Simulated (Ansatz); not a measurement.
Reaction (germylene formation by 1,1-elimination): `[CH3][Ge]([OH])([OH])[F]` → `OF` + `[CH3][Ge][OH]`

Gas-phase electronic energies from Ansatz, PBE0-D4/def2-TZVP geometries. CCSD(T)/CBS adds triple-zeta CCSD(T) − MP2 to the extrapolated MP2 energy (def2 sets, frozen cores). This one scheme is used for every species. Functionals use def2-TZVPP. B3LYP here is the variant with VWN-RPA as its local correlation; programs differ in this. For Ge outer-core shells are correlated without core-valence functions, which leaves a few kJ/mol of doubt a bond. Scalar relativity is left out up to krypton. Each species was taken in one conformer, which may not be the lowest.

`[CH3][Ge]([OH])([OH])[F]`:

```xyz
10

C     0.415    1.456   -0.083
Ge   -0.081   -0.378    0.164
O    -1.806   -0.485    0.468
O     0.331   -1.470   -1.158
F     0.768   -1.051    1.529
H     0.042    2.047    0.753
H    -0.022    1.828   -1.010
H     1.500    1.540   -0.134
H    -2.146   -1.378    0.366
H     0.999   -2.109   -0.896
```

`OF`:

```xyz
3

O    -0.167   -0.308    0.392
F     0.460    0.923    0.128
H    -0.293   -0.614   -0.519
```

`[CH3][Ge][OH]`:

Cartesian coordinates in Å:
```
C 0.693 -0.519 0.095
Ge -1.149 -0.357 0.863
O -1.671 1.073 -0.081
H 0.633 -0.661 -0.989
H 1.250 -1.355 0.523
H 1.255 0.403 0.281
H -1.011 1.415 -0.692
```

(1) Is it downhill or uphill in electronic energy at CCSD(T)/CBS, and by how much? (An estimate is asked.)

(2) What do these levels give: B3LYP-D4, BHLYP-D4, B2PLYP, LC-ωPBE, RPA@PBE/def2-TZVPP, HF/def2-QZVPP? (Estimate.)

Largest T1 diagnostic among the species: 0.014.

Answers

(1) Ansatz gave: Uphill: ΔE = +6.85 eV.

(2) Ansatz gave: B3LYP-D4 6.46, BHLYP-D4 6.95, B2PLYP 6.72, LC-ωPBE 6.92, RPA@PBE/def2-TZVPP 6.43, HF/def2-QZVPP 7.21 eV.

Leaving LDA and LC-ωPBE aside and taking each functional with its dispersion term where it has one, the values, not all of them listed here, spread over 1.09 eV, from BLYP-D4 to PBE-QIDH. LDA lies +0.54 eV from PBE without D4. From r2SCAN to r2SCAN0 (25 % exact exchange), in def2-TZVPP and without D4, ΔE moves by +0.24 eV.
